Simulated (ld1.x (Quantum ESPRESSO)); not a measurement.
# An all-electron radial function and its pseudo partner (manganese (Mn))

Columns: radius, all-electron u(r) and pseudo u(r) of the 3d shell (level -6.77 eV) of manganese in the configuration [Ne] 3s2 3p6 3d5 4s2 4p0; PBE, scalar-relativistic, PAW scheme, ld1.x (Quantum ESPRESSO) 7.5.

| r (bohr) | all-electron | pseudo |
| --- | --- | --- |
| 0.148 | 0.1372 | 0.0083 |
| 0.295 | 0.4483 | 0.0603 |
| 0.443 | 0.7027 | 0.1777 |
| 0.590 | 0.8429 | 0.3458 |
| 0.738 | 0.8887 | 0.5260 |
| 0.885 | 0.8732 | 0.6681 |
| 1.033 | 0.8249 | 0.7414 |
| 1.180 | 0.7623 | 0.7420 |
| 1.328 | 0.6949 | 0.6937 |
| 1.475 | 0.6291 | 0.6292 |
| 1.623 | 0.5666 | 0.5666 |
| 1.770 | 0.5095 | 0.5095 |
| 1.918 | 0.4574 | 0.4574 |
| 2.065 | 0.4107 | 0.4107 |
| 2.213 | 0.3686 | 0.3686 |
| 2.360 | 0.3312 | 0.3312 |
| 2.508 | 0.2973 | 0.2973 |
| 2.655 | 0.2673 | 0.2673 |
| 2.802 | 0.2402 | 0.2402 |
| 2.950 | 0.2158 | 0.2158 |
| 3.098 | 0.1938 | 0.1938 |
| 3.245 | 0.1742 | 0.1742 |
| 3.393 | 0.1564 | 0.1564 |
| 3.540 | 0.1405 | 0.1405 |
| 3.688 | 0.1262 | 0.1262 |
| 3.835 | 0.1133 | 0.1133 |

Q: How many radial nodes do the two functions have?

A: The all-electron 3d function has n − l − 1 = 0; the pseudo-wave has 0.

Q: At about which radius was the pseudo-wave matched?

A: 1.55 bohr, where the columns begin to agree (steps of 0.15 bohr).

Q: Is the pseudo-wave norm-conserving?

A: No, it belongs to a PAW set: the norm inside the radius is not constrained, and the difference is carried by the augmentation charge.
